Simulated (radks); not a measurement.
Values are calculated unless marked as measured or tabulated.
Effect of the nuclear size on neutral antimony, [Kr] 4d10 5s2 5p3. Level of theory: Dirac Kohn-Sham, exchange-only LDA, spin-unpolarised, spherical densities, finite nucleus; open shells fill j = l - 1/2 first; Fermi nuclear charge, rms radius 4.6802 fm (a radial shooting solver on a logarithmic mesh with Libxc functionals). The rms radius is varied about that value; shifts are against it.

rms radius (fm) = 4.2028: total energy shift (eV) -0.895; density at nucleus (e/bohr^3) 2.117e+05; 1s1/2 shift (meV) -375; 2s1/2 shift (meV) -43.3; 4p1/2 shift (meV) 0.135; 5s1/2 shift (meV) -0.170
rms radius (fm) = 4.4462: total energy shift (eV) -0.449; density at nucleus (e/bohr^3) 2.098e+05; 1s1/2 shift (meV) -188; 2s1/2 shift (meV) -21.7; 4p1/2 shift (meV) 0.068; 5s1/2 shift (meV) -0.085
rms radius (fm) = 4.6802: total energy shift (eV) 0; density at nucleus (e/bohr^3) 2.081e+05; 1s1/2 shift (meV) 0.000; 2s1/2 shift (meV) 0.000; 4p1/2 shift (meV) 0.000; 5s1/2 shift (meV) 0.000
rms radius (fm) = 4.8768: total energy shift (eV) 0.392; density at nucleus (e/bohr^3) 2.067e+05; 1s1/2 shift (meV) 164; 2s1/2 shift (meV) 19.0; 4p1/2 shift (meV) -0.059; 5s1/2 shift (meV) 0.075
rms radius (fm) = 5.4992: total energy shift (eV) 1.72; density at nucleus (e/bohr^3) 2.028e+05; 1s1/2 shift (meV) 722; 2s1/2 shift (meV) 83.3; 4p1/2 shift (meV) -0.260; 5s1/2 shift (meV) 0.328

Slopes of the eigenvalues against <r^2> in GHz/fm^2, as finite differences over the two radii next to the reference (eigenvalue slopes, not the field-shift constants of lines): 1s1/2 21200, 2s1/2 2450, 4p1/2 -7.65, 5s1/2 9.63.
